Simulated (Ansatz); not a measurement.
Two isomers of C2H7AlClN: A = `C[NH][Al]([CH3])[Cl]`, B = `C[N](C)[AlH][Cl]`.

Isolated molecules relaxed with PBE0-D4/def2-TZVP in Ansatz; ΔE leaves out vibrations. CCSD(T)/CBS adds triple-zeta CCSD(T) − MP2 to the extrapolated MP2 energy (def2 sets, frozen cores). Functionals use def2-TZVPP. B3LYP here is the variant with VWN-RPA as its local correlation; programs differ in this. One conformer a species, not always the lowest.

(1) Which isomer does CCSD(T)/CBS put lower? Give the gap. (Best estimate.)

(2) Give E(B) − E(A) in kcal/mol with B3LYP-D4, CCSD(T)/def2-SVP, r2SCAN-D4, CCSD/def2-TZVPP, ωB97M-V, PBE-D4, HF/def2-TZVPP. (An estimate is asked.)

(3) Does the order hold for the free energy at 298.15 K (harmonic terms from PBE0-D4)? (Estimate.)

Largest T1 diagnostic: 0.011.

Results:

(1) Ansatz gave: A, by 17.8 kcal/mol.

(2) Computed: B3LYP-D4 17.1, CCSD(T)/def2-SVP 13.0, r2SCAN-D4 18.2, CCSD/def2-TZVPP 17.2, ωB97M-V 17.9, PBE-D4 17.1, HF/def2-TZVPP 17.0. None reverses the order clearly.

(3) Ansatz gave: Yes: G(B) − G(A) = +18.4 kcal/mol, for one conformer each. Modes under 60 cm⁻¹, often nearly free rotors, make the harmonic entropy too high.

At CCSD(T), def2-SVP lies −4.7 kcal/mol from the extrapolated value and def2-TZVPP −0.7 kcal/mol. Leaving LDA and LC-ωPBE aside and taking each functional with its dispersion term where it has one, the values, not all of them listed here, spread over 2.3 kcal/mol, from B97M-V to r2SCANh-D4. LDA lies −2.2 kcal/mol from PBE without D4.
